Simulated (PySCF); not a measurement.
Isomers of C9H18Ge, mass 200.062 u with the commonest isotopes. Method: PBE0-D3(BJ)/def2-SVP geometry optimisation, gas phase (PySCF). One conformer each, none proved a minimum here; rigid rotors.

Question: Order these by dipole moment, largest first.
A. `[CH2:1]=[C:2]([CH3:3])[C@H:4]1[CH2:5][CH2:6][Ge@@H:7]([CH3:8])[CH2:9][CH2:10]1` with C1–C2–C4–C5 -30°, C2–C4–C5–C6 -167°, C4–C5–C6–Ge7 -58°, C5–C6–Ge7–C8 -74°, C6–Ge7–C9–C10 -43°
B. `[CH2:1]=[CH:2][CH2:3][Ge@@H:4]1[CH2:5][CH2:6][C@:7]1([CH3:8])[CH2:9][CH3:10]` with C1–C2–C3–Ge4 102°, C2–C3–Ge4–C5 160°, C6–C7–C9–C10 -175°, C3–Ge4–C5–C6 -94°, Ge4–C5–C6–C7 -23°, C5–C6–C7–C8 -87°, C3–Ge4–C7–C6 91°
C. `[CH3:1]/[CH:2]=[C:3](/[CH3:4])[C@@H:5]1[GeH2:6][CH2:7][CH2:8][C@@H:9]1[CH3:10]` with C2–C3–C5–Ge6 -153°, C3–C5–Ge6–C7 -148°, C5–Ge6–C7–C8 -9°, Ge6–C7–C8–C9 35°, C7–C8–C9–C10 71°
D. `[CH3:1][C@@H:2]1[CH2:3][C@@H:4]1[C@H:5]1[CH2:6][CH2:7][CH2:8][CH2:9][GeH2:10]1` with C3–C4–C5–C6 81°, C1–C2–C3–C4 -113°, C2–C3–C4–C5 113°, C4–C5–C6–C7 -179°, C5–C6–C7–C8 -68°

Answer: C (0.79 D), D (0.65 D), B (0.50 D), A (0.30 D).

Question: Order these by radius of gyration √(Σ m r²/M), smallest first.
A. `[CH2:1]=[C:2]([CH3:3])[C@H:4]1[CH2:5][CH2:6][Ge@@H:7]([CH3:8])[CH2:9][CH2:10]1` with C1–C2–C4–C5 -30°, C2–C4–C5–C6 -167°, C4–C5–C6–Ge7 -58°, C5–C6–Ge7–C8 -74°, C6–Ge7–C9–C10 -43°
B. `[CH2:1]=[CH:2][CH2:3][Ge@@H:4]1[CH2:5][CH2:6][C@:7]1([CH3:8])[CH2:9][CH3:10]` with C1–C2–C3–Ge4 102°, C2–C3–Ge4–C5 160°, C6–C7–C9–C10 -175°, C3–Ge4–C5–C6 -94°, Ge4–C5–C6–C7 -23°, C5–C6–C7–C8 -87°, C3–Ge4–C7–C6 91°
C. `[CH3:1]/[CH:2]=[C:3](/[CH3:4])[C@@H:5]1[GeH2:6][CH2:7][CH2:8][C@@H:9]1[CH3:10]` with C2–C3–C5–Ge6 -153°, C3–C5–Ge6–C7 -148°, C5–Ge6–C7–C8 -9°, Ge6–C7–C8–C9 35°, C7–C8–C9–C10 71°
D. `[CH3:1][C@@H:2]1[CH2:3][C@@H:4]1[C@H:5]1[CH2:6][CH2:7][CH2:8][CH2:9][GeH2:10]1` with C3–C4–C5–C6 81°, C1–C2–C3–C4 -113°, C2–C3–C4–C5 113°, C4–C5–C6–C7 -179°, C5–C6–C7–C8 -68°

Answer: B (2.161 Å), C (2.203 Å), D (2.261 Å), A (2.388 Å).

Question: Order these by rotational constant B, largest first.
A. `[CH2:1]=[CH:2][CH2:3][Ge@@H:4]1[CH2:5][CH2:6][C@:7]1([CH3:8])[CH2:9][CH3:10]` with C1–C2–C3–Ge4 102°, C2–C3–Ge4–C5 160°, C6–C7–C9–C10 -175°, C3–Ge4–C5–C6 -94°, Ge4–C5–C6–C7 -23°, C5–C6–C7–C8 -87°, C3–Ge4–C7–C6 91°
B. `[CH3:1][C@@H:2]1[CH2:3][C@@H:4]1[C@H:5]1[CH2:6][CH2:7][CH2:8][CH2:9][GeH2:10]1` with C3–C4–C5–C6 81°, C1–C2–C3–C4 -113°, C2–C3–C4–C5 113°, C4–C5–C6–C7 -179°, C5–C6–C7–C8 -68°
C. `[CH2:1]=[C:2]([CH3:3])[C@H:4]1[CH2:5][CH2:6][Ge@@H:7]([CH3:8])[CH2:9][CH2:10]1` with C1–C2–C4–C5 -30°, C2–C4–C5–C6 -167°, C4–C5–C6–Ge7 -58°, C5–C6–Ge7–C8 -74°, C6–Ge7–C9–C10 -43°
D. `[CH3:1]/[CH:2]=[C:3](/[CH3:4])[C@@H:5]1[GeH2:6][CH2:7][CH2:8][C@@H:9]1[CH3:10]` with C2–C3–C5–Ge6 -153°, C3–C5–Ge6–C7 -148°, C5–Ge6–C7–C8 -9°, Ge6–C7–C8–C9 35°, C7–C8–C9–C10 71°

Answer: A (816.7 MHz), D (698.5 MHz), B (664.9 MHz), C (511.1 MHz).

```json
{"SMILES": "C=C(C)[C@H]1C[CH2][Ge@@H]([CH3])[CH2]C1", "point group": "C1", "Ia (u·Å²)": "246.87", "Ib (u·Å²)": "988.84", "Ic (u·Å²)": "1046.27", "κ": "-0.96", "μa (D)": "0.15", "μb (D)": "0.25", "μc (D)": "0.02"}
{"SMILES": "C[C@@H]1C[C@@H]1[C@H]1CCC[CH2][GeH2]1", "point group": "C1", "Ia (u·Å²)": "320.67", "Ib (u·Å²)": "760.12", "Ic (u·Å²)": "964.57", "κ": "-0.73", "μa (D)": "0.17", "μb (D)": "0.50", "μc (D)": "0.38"}
{"SMILES": "C/C=C(/C)[C@@H]1[GeH2][CH2]C[C@@H]1C", "point group": "C1", "Ia (u·Å²)": "378.90", "Ib (u·Å²)": "723.47", "Ic (u·Å²)": "840.36", "κ": "-0.73", "μa (D)": "0.15", "μb (D)": "0.78", "μc (D)": "0.01"}
{"SMILES": "C=C[CH2][Ge@@H]1[CH2]C[C@]1(C)CC", "point group": "C1", "Ia (u·Å²)": "401.31", "Ib (u·Å²)": "618.78", "Ic (u·Å²)": "849.11", "κ": "-0.33", "μa (D)": "0.34", "μb (D)": "0.03", "μc (D)": "0.38"}
```
